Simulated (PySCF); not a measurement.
C₇H₅NO.
Bonds: C1–C2 (aromatic), C2–C3 (aromatic), C3–C4 (aromatic), C4–C5 (aromatic), C5–O6 (aromatic), O6–C7 (aromatic), C7–C8 (aromatic), C8–N9 (aromatic), C1–N9 (aromatic), C3–C7 (aromatic). Hydrogens: H10 on C1; H11 on C2; H12 on C4; H13 on C5; H14 on C8.

The same species was optimised twice, with GFN2-xTB and with PBE0-D3(BJ)/def2-SVP (PySCF), and the same property calculations (PySCF, gas phase) were run on both structures.

| coordinate | GFN2-xTB | PBE0-D3(BJ)/def2-SVP | change |
| --- | --- | --- | --- |
| C3–C4 (Å) | 1.428 | 1.439 | +0.011 |
| C1–C2 (Å) | 1.380 | 1.391 | +0.011 |
| C8–N9 (Å) | 1.316 | 1.325 | +0.009 |
| C1–N9 (Å) | 1.332 | 1.341 | +0.009 |
| C3–C7 (Å) | 1.413 | 1.404 | -0.009 |
| C2–C3 (Å) | 1.394 | 1.401 | +0.007 |
| C4–C5 (Å) | 1.354 | 1.359 | +0.005 |
| C5–O6 (Å) | 1.351 | 1.354 | +0.003 |
| C7–C8 (Å) | 1.388 | 1.391 | +0.003 |
| O6–C7 (Å) | 1.353 | 1.354 | +0.001 |
| O6–C7–C8 (°) | 129.6 | 127.7 | -1.9 |
| C3–C7–C8 (°) | 120.3 | 121.9 | +1.6 |
| C2–C3–C7 (°) | 118.3 | 117.3 | -1.0 |
| C2–C3–C4 (°) | 136.6 | 137.5 | +0.9 |
| C7–C8–N9 (°) | 120.4 | 119.8 | -0.6 |
| C1–N9–C8 (°) | 119.8 | 119.4 | -0.4 |
| C1–C2–C3 (°) | 116.5 | 116.9 | +0.4 |
| C4–C5–O6 (°) | 112.8 | 112.5 | -0.3 |

Rotational constants: A = 4100, B = 1689, C = 1196 MHz (GFN2-xTB) against A = 4075, B = 1676, C = 1188 MHz (PBE0-D3(BJ)/def2-SVP). Point groups within 0.08 Å: Cs and Cs.

On the GFN2-xTB structure: lowest singlet, TDDFT (eV) 5.00 [CAM-B3LYP/def2-SVPD]; lowest triplet, Tamm–Dancoff (eV) 3.76 [CAM-B3LYP/def2-SVPD]; isotropic polarisability (au) 85.2 [CAM-B3LYP/def2-SVPD]; HOMO (eV) -8.35 [CAM-B3LYP/def2-SVPD]; LUMO (eV) -0.13 [CAM-B3LYP/def2-SVPD]; dipole (D) 3.07 [CAM-B3LYP/def2-SVPD]; HOMO (eV) -7.17 [PBE0/pcSseg-1]; LUMO (eV) -1.14 [PBE0/pcSseg-1]; dipole (D) 3.07 [PBE0/pcSseg-1]; GIAO shielding of C1 (ppm) 39.0 [PBE0/pcSseg-1]; GIAO shielding of C2 (ppm) 66.8 [PBE0/pcSseg-1]; GIAO shielding of C3 (ppm) 46.6 [PBE0/pcSseg-1]; GIAO shielding of C4 (ppm) 74.2 [PBE0/pcSseg-1]; GIAO shielding of C5 (ppm) 34.1 [PBE0/pcSseg-1]; GIAO shielding of O6 (ppm) 80.6 [PBE0/pcSseg-1]; GIAO shielding of C7 (ppm) 29.0 [PBE0/pcSseg-1]; GIAO shielding of C8 (ppm) 48.2 [PBE0/pcSseg-1].

Problem. What do these properties become on the PBE0-D3(BJ)/def2-SVP structure?

Solution. 
```
                                    property                level  on GFN2-xTB  on PBE0-D3(BJ)/def2-SVP  change
                  lowest singlet, TDDFT (eV)  CAM-B3LYP/def2-SVPD         5.00                     4.97   -0.03
           lowest triplet, Tamm–Dancoff (eV)  CAM-B3LYP/def2-SVPD         3.76                     3.72   -0.04
               isotropic polarisability (au)  CAM-B3LYP/def2-SVPD         85.2                     86.4    +1.2
                                   HOMO (eV)  CAM-B3LYP/def2-SVPD        -8.35                    -8.34   +0.01
                                   LUMO (eV)  CAM-B3LYP/def2-SVPD        -0.13                    -0.18   -0.05
                                  dipole (D)  CAM-B3LYP/def2-SVPD         3.07                     3.10   +0.03
energy, GFN2-xTB geometry as zero (kcal/mol)  CAM-B3LYP/def2-SVPD          0.0                     -0.9    -0.9
                                   HOMO (eV)        PBE0/pcSseg-1        -7.17                    -7.15   +0.02
                                   LUMO (eV)        PBE0/pcSseg-1        -1.14                    -1.18   -0.04
                                  dipole (D)        PBE0/pcSseg-1         3.07                     3.10   +0.03
energy, GFN2-xTB geometry as zero (kcal/mol)        PBE0/pcSseg-1          0.0                     -0.5    -0.5
                  GIAO shielding of C1 (ppm)        PBE0/pcSseg-1         39.0                     36.1    -2.9
                  GIAO shielding of C2 (ppm)        PBE0/pcSseg-1         66.8                     64.0    -2.8
                  GIAO shielding of C3 (ppm)        PBE0/pcSseg-1         46.6                     47.5    +0.9
                  GIAO shielding of C4 (ppm)        PBE0/pcSseg-1         74.2                     73.1    -1.1
                  GIAO shielding of C5 (ppm)        PBE0/pcSseg-1         34.1                     32.6    -1.5
                  GIAO shielding of O6 (ppm)        PBE0/pcSseg-1         80.6                     76.9    -3.7
                  GIAO shielding of C7 (ppm)        PBE0/pcSseg-1         29.0                     29.2    +0.2
                  GIAO shielding of C8 (ppm)        PBE0/pcSseg-1         48.2                     45.5    -2.7
```

The heavy atoms differ by 0.014 Å rms after alignment. Among bonds between heavy atoms C1–C2 and C3–C4 change most and about equally (+0.011 Å). Changes are differences of the printed values. Neither structure is proved a minimum here.
